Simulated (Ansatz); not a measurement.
`[OH][Cd][Cl]` + `F[Si](F)(F)I` → `[OH][Cd][F]` + `F[Si](F)(Cl)I`  (redistribution)

Program: Ansatz. Geometries: PBE0-D4/def2-TZVP. ΔE: electronic, gas phase. CCSD(T)/CBS is the MP2 limit (def2-TZVPP, def2-QZVPP) plus CCSD(T) − MP2 in def2-TZVPP, frozen cores. Functionals use def2-TZVPP. Elements past krypton have def2 core potentials. For Cd, I outer-core shells are correlated without core-valence functions, which leaves a few kJ/mol of doubt a bond. One conformer a species, not always the lowest.

CCSD(T)/CBS gives +139.6 kJ/mol.

Q: Another level gave +150.3 kJ/mol. Which?
A. BHLYP/def2-TZVPP
B. PBE-D4/def2-TZVPP
C. BLYP/def2-TZVPP
D. ωB97X-V/def2-TZVPP

A: A. BHLYP 150.3, ωB97X-V 133.4, PBE-D4 118.8, BLYP 125.2 kJ/mol.

Largest T1 diagnostic among the species: 0.017.

From r2SCAN to r2SCAN0 (25 % exact exchange), in def2-TZVPP and without D4, ΔE moves by +10.3 kJ/mol. At CCSD(T), def2-SVP lies −7.1 kJ/mol from the extrapolated value and def2-TZVPP +2.1 kJ/mol. The D4 term adds −4.2 kJ/mol with B3LYP and −2.2 kJ/mol with PBE0; it sums over pairs of atoms, weighted by their polarisabilities, and B3LYP, whose exchange is more repulsive, gets the larger term.

B3LYP here is the variant with VWN-RPA as its local correlation; programs differ in this.
